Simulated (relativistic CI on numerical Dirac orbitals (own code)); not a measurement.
# Ni⁴⁺ in a cubic cluster: L2,3 absorption with charge transfer

Computed with a charge-transfer multiplet model of a cubic metal-ligand cluster with up to 3 ligand holes, Slater and spin-orbit integrals from Dirac-Coulomb-Breit ions, Slater integrals scaled by 0.7. The parameters are those of a tetrahedral site (10Dq negative, t2 hopping the larger). The ground state mixes d6 with configurations of k ligand holes L, whose averages lie at kΔ + k(k − 1)U_dd/2; a core hole lowers each added d electron by U_cd. 300 K, Lorentzian 0.4 eV and Gaussian 0.3 eV FWHM.

Atomic integrals in eV (Slater integrals scaled, ζ unscaled), ground: F2dd 9.934, F4dd 6.234, zeta_d 0.099; with the core hole: F2dd 10.444, F4dd 6.555, zeta_d 0.124, zeta_core 11.400, F2cd 6.313, G1cd 4.879, G3cd 2.777.

Cluster parameters (eV): Δ = 1.9, U_dd = 7.1, U_cd = 8.9, 10Dq(ligand) = 0, V(eg) = 0.62, V(t2g) = -1.06, final-state hopping factor = 1.

Weights, n_d and S are thermal averages at 300 K. Photon energies count from the first peak over 30 % of the highest in each spectrum, which can be another peak from case to case. The parameters are a model scan and need not match a compound or its usual spin state. Peaks in eV (height, largest 100): -2.2 (8), 0.0 (100), 0.6 (81), 1.8 (38), 3.0 (19), 16.2 (9), 18.1 (32), 20.8 (10).

Which parameters give this spectrum?
A. 10Dq = -0.1 eV
B. 10Dq = 0.8 eV
C. 10Dq = -0.7 eV
D. 10Dq = 0.5 eV
E. 10Dq = -0.4 eV

E. 10Dq = -0.4 eV; the ground state then has 6.18 d electrons and S = 2.00. The choice follows from running the model for each set and comparing peak positions and heights.
